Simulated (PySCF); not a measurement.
Ionisation energy of Nd⁴⁷⁺ by level of theory

Nd⁴⁷⁺ [Ne] 3s2 3p1 (2P) → Nd⁴⁸⁺ [Ne] 3s2 (1S), as a difference of total energies. Computed with PySCF 2.14 in an even-tempered Gaussian basis (16 s from 9.6 bohr⁻², ratio 2.5; 10 p from 12 bohr⁻², ratio 2.5; 4 d from 50 bohr⁻², ratio 2.7; 4 f from 74 bohr⁻², ratio 2.7), with the non-relativistic Hamiltonian (point nucleus). Correlated levels: outer shells: 1s2 frozen; virtual orbitals above 40 to 60 times the deepest correlated orbital energy dropped. The calculations carry no spin-orbit coupling.

```json
{"method": "UHF", "ionisation energy (eV)": "3821.8"}
{"method": "MP2 (outer shells)", "ionisation energy (eV)": "3821.9"}
{"method": "SCS-MP2 (outer shells)", "ionisation energy (eV)": "3821.7"}
{"method": "CCSD (outer shells)", "ionisation energy (eV)": "3821.6"}
{"method": "CCSD(T) (outer shells)", "ionisation energy (eV)": "3821.6"}
```

A first-order spin-orbit estimate (lowest level to lowest level, LS coupling) adds 66.942 eV.

The gap to the reference is mostly relativistic.

First order in ζ underestimates the shift of j = l − 1/2 levels at high Z.

For comparison: 3997 ± 4 eV (theoretical estimate listed by NIST; NIST Atomic Spectra Database, ionization energies).
